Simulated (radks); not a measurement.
Correlation energies from several functionals, in hartree. Species: Bi [Hg] 6p3; Ga24+ [He] 2s2 2p3. Method: non-relativistic Kohn-Sham, PBE, spin-polarised, spherical densities, point nucleus; computed with a radial shooting solver on a logarithmic mesh with Libxc functionals. Every spin shell is full or empty, so the densities are truly spherical. Functionals are evaluated on that one density, not self-consistently.

PW92: Bi -8.6277; Ga24+ -0.74503
Wigner: Bi -4.4164; Ga24+ -0.29763
PBE: Bi -5.0916; Ga24+ -0.22404
LYP: Bi -4.4765; Ga24+ -0.27848
P86: Bi -5.7220; Ga24+ -0.37973
PW91: Bi -5.4605; Ga24+ -0.28134
revTPSS: Bi -5.1309; Ga24+ -0.23449
SCAN: Bi -5.1222; Ga24+ -0.23293
